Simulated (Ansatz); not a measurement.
Input for Ansatz (a first-principles code): R-CCSD(T)/def2-SVP on C2H6Sn (SMILES [CH3][Sn][CH3]), a point of a torsion scan. Elements past Kr take the def2 small-core potentials; no spin–orbit coupling. The run froze 11 orbitals, filled d shells among them.

Ansatz 0.2 input:
```yaml
crystal:
  periodic: [false, false, false]
  atoms:
    - {symbol: C, position_ang: [1.64942732, -0.06408069, 0.07955461]}
    - {symbol: Sn, position_ang: [0.04321774, 0.60631953, -1.36679413]}
    - {symbol: C, position_ang: [-1.64762924, 0.30182956, 0.10225056]}
    - {symbol: H, position_ang: [2.18751313, -0.93054830, -0.30743636]}
    - {symbol: H, position_ang: [2.39310845, 0.71928694, 0.23202637]}
    - {symbol: H, position_ang: [1.25289531, -0.33420391, 1.05623173]}
    - {symbol: H, position_ang: [-1.67452210, -0.73345218, 0.44203829]}
    - {symbol: H, position_ang: [-2.63041114, 0.53982619, -0.30407384]}
    - {symbol: H, position_ang: [-1.49870574, 0.92255781, 0.98578426]}
basis:
  gaussian:
    orbitals: def2-SVP
magnetization: {spin_polarized: false}
correlation: {method: ccsd_t, electrons: outside_noble_gas}
scf: {lower_state_search: off}
```

Program output:

```
WARN ansatz: RAYON_NUM_THREADS=1 ignored (pool sized by the plan → 1); use --threads N
Functional definition: HF
these checks for a lower state are left out or cut short: stability, starts, cluster_reference, orbital_swaps, neighbouring_geometries, increment
integrals: 0.09 GiB planned
948 factors; integrals over basis functions are off by at most 1.6e-3 eV
mean field: 0.18 GiB planned
mean field evaluation 1: about -7955.7703 eV, gradient 3.2e1 eV
mean field evaluation 2: about -7955.7751 eV, gradient 3.2e1 eV
mean field evaluation 4: about -7958.9541 eV, gradient 2.6e0 eV
mean field evaluation 8: about -7959.0004 eV, gradient 1.6e-4 eV
mean field -7959.00035331 eV, -292.4878681800 hartree, gradient 8.0e-6 eV, S^2 0.000000; 0 other end points of the search recorded, 0 dependent functions left out
11 core orbitals not correlated
reference -7959.00035331 eV, -292.4878681800 hartree; 9, 9 occupied and 64, 64 virtual orbitals, 948 factors
second order -9.91047624 eV of doubles, -0.00000000 eV of singles
coupled cluster: 0.22 GiB planned
cycle   1  -10.75508675 eV  change   -8.4e-1 eV  update   8.1e-2
cycle   2  -11.11915239 eV  change   -3.6e-1 eV  update   2.9e-2
cycle   3  -11.17313374 eV  change   -5.4e-2 eV  update   1.1e-2
cycle   4  -11.17125210 eV  change    1.9e-3 eV  update   3.6e-3
cycle   5  -11.17067176 eV  change    5.8e-4 eV  update   1.1e-3
cycle   6  -11.17035090 eV  change    3.2e-4 eV  update   4.0e-4
cycle   7  -11.17030488 eV  change    4.6e-5 eV  update   1.1e-4
cycle   8  -11.17031076 eV  change   -5.9e-6 eV  update   3.3e-5
cycle   9  -11.17030505 eV  change    5.7e-6 eV  update   8.5e-6
perturbative correction -0.32493333 eV, -0.0119410797 hartree
Total energy: -7970.49559169 eV, -292.9103103988 hartree
Checks for a lower state left out: stability, starts, cluster_reference, orbital_swaps, neighbouring_geometries, increment
```

The calculation finished and met its thresholds.

Cost: very roughly 4 core-seconds.
